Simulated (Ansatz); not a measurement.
`C=C([SiH3])OC` and `C=C([SiH3])[SiH2][SiH3]` differ in one atom or group.

Ansatz, PBE0-D4/def2-TZVP geometries, multiplicity 1. Each molecule was computed in one conformer, which needn't be the lowest.

```json
{"property": "HOMO energy (PBE0/def2-TZVPP) / eV", "`C=C([SiH3])OC`": "-6.91"}
{"property": "HOMO–LUMO gap (PBE/def2-TZVPP) / eV", "`C=C([SiH3])OC`": "4.90"}
{"property": "size of the dipole moment (ωB97M-V/def2-TZVPP) / D", "`C=C([SiH3])OC`": "1.43"}
{"property": "LUMO energy (PBE/def2-TZVPP) / eV", "`C=C([SiH3])OC`": "-0.83"}
{"property": "LUMO energy (ωB97M-V/def2-TZVPP) / eV", "`C=C([SiH3])OC`": "2.20"}
{"property": "HOMO energy (B3LYP/def2-TZVPP) / eV", "`C=C([SiH3])OC`": "-6.69"}
```

Problem. Give the same properties after the change, and the shifts. (Estimate.)

Solution. The calculation gave: 
```csv
property,`C=C([SiH3])[SiH2][SiH3]`,shift
HOMO energy (PBE0/def2-TZVPP) / eV,-7.75,-0.84
HOMO–LUMO gap (PBE/def2-TZVPP) / eV,4.72,-0.18
size of the dipole moment (ωB97M-V/def2-TZVPP) / D,0.93,-0.50
LUMO energy (PBE/def2-TZVPP) / eV,-1.98,-1.15
LUMO energy (ωB97M-V/def2-TZVPP) / eV,1.02,-1.18
HOMO energy (B3LYP/def2-TZVPP) / eV,-7.54,-0.85
```

With PBE0 the HOMO falls by 0.84 eV and the LUMO falls by 1.16 eV, so the gap narrows by about 0.32 eV. PBE moves the HOMO by -0.97 eV and ωB97M-V by -0.65 eV. Dipoles are sizes alone; their direction can turn.

B3LYP here is the variant with VWN-RPA as its local correlation; programs differ in this.
